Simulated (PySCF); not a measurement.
## Ionisation energy of Ge by level of theory

Ge [Ar] 3d10 4s2 4p2 (3P) → Ge⁺ [Ar] 3d10 4s2 4p1 (2P), as a difference of total energies. All numbers are calculated (PySCF 2.14, a scalar-relativistic core potential, in aug-cc-pVDZ-PP with ECP10MDF (5s4p3d, 32 functions)). Correlated levels: valence: 3s2 3p6 3d10 frozen. The calculations carry no spin-orbit coupling.

| method | ionisation energy (eV) |
| --- | --- |
| UHF | 7.411 |
| r2SCAN | 8.024 |
| MN15 | 7.782 |
| MP2 (valence) | 7.680 |
| SCS-MP2 (valence) | 7.610 |
| CCSD (valence) | 7.710 |
| CCSD(T) (valence) | 7.722 |

Q: How much does correlation contribute at CCSD(T) (valence)?

A: 7.722 − (7.411) = 0.311 eV, measured against UHF.

Errors of the correlated levels include the incompleteness of this basis and the frozen core.

For comparison: 7.925 eV (measured; NIST levels, between the centres of gravity of the two terms).
